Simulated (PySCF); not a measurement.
Isomers of C6H4BrF, mass 173.948 u with the commonest isotopes. Level of theory: PBE0-D3(BJ)/def2-SVP geometry optimisation, gas phase (PySCF 2.14.0). One conformer each, none proved a minimum here; rigid rotors.

Question: Order these by radius of gyration √(Σ m r²/M), smallest first.
A. `Fc1ccccc1Br`
B. `c1cc(ccc1Br)F`
C. `Fc1cccc(Br)c1`

Answer: A (1.988 Å), C (2.183 Å), B (2.278 Å).

Question: Order these by dipole moment, largest first.
A. `Fc1ccccc1Br`
B. `Fc1cccc(Br)c1`
C. `Fc1ccc(Br)cc1`

Answer: A (2.27 D), B (1.43 D), C (0.24 D).

Question: Order these by rotational constant B, largest first.
A. `FC1=CC(Br)=CC=C1`
B. `Fc1ccccc1Br`
C. `FC1=CC=C(Br)C=C1`

Answer: B (990.6 MHz), A (747.0 MHz), C (621.3 MHz).

```json
{"SMILES": "Fc1cccc(Br)c1", "point group": "Cs", "Ia (u·Å²)": "152.51", "Ib (u·Å²)": "676.55", "Ic (u·Å²)": "829.06", "κ": "-0.90", "μa (D)": "0.56", "μb (D)": "1.32", "μc (D)": "0.00"}
{"SMILES": "Fc1ccccc1Br", "point group": "Cs", "Ia (u·Å²)": "177.42", "Ib (u·Å²)": "510.18", "Ic (u·Å²)": "687.60", "κ": "-0.76", "μa (D)": "1.97", "μb (D)": "1.12", "μc (D)": "0.00"}
{"SMILES": "Fc1ccc(Br)cc1", "point group": "C2v", "Ia (u·Å²)": "89.20", "Ib (u·Å²)": "813.39", "Ic (u·Å²)": "902.59", "κ": "-0.98", "μa (D)": "0.24", "μb (D)": "0.00", "μc (D)": "0.00"}
```
